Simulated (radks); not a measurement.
Results of a calculation; reference values are marked as such.
Mean orbital radii <r> (bohr) of the arsenic ion As20+, [Ne] 3s2 3p1, at several levels of relativity; Dirac values are averaged over j with weights 2j + 1. Spin-unpolarised spherical Kohn-Sham, PBE, point nucleus unless stated (finite: rms radius 4.0968 fm), a radial shooting solver on a logarithmic mesh with Libxc functionals. A level marked "c x" has the speed of light scaled by that factor and shares open shells by 2j + 1; other Dirac levels either fill j = l - 1/2 first or share by 2j + 1.

| shell | non-rel. | Dirac, 2j+1 shares | Dirac, c x 0.85 | Dirac, c x 1.5 | change of magnitude, last against first (%) |
|---|---|---|---|---|---|
| 1s | 0.04637 | 0.04548 | 0.04514 | 0.04598 | -0.84 |
| 2s | 0.2038 | 0.1998 | 0.1982 | 0.2020 | -0.88 |
| 2p | 0.1760 | 0.1743 | 0.1737 | 0.1752 | -0.42 |
| 3s | 0.5102 | 0.5030 | 0.5002 | 0.5070 | -0.62 |
| 3p | 0.4951 | 0.4917 | 0.4904 | 0.4936 | -0.30 |
| 3d (empty) | 0.4442 | 0.4438 | 0.4437 | 0.4440 | -0.04 |
| 4s (empty) | 0.9667 | 0.9565 | 0.9525 | 0.9622 | -0.46 |
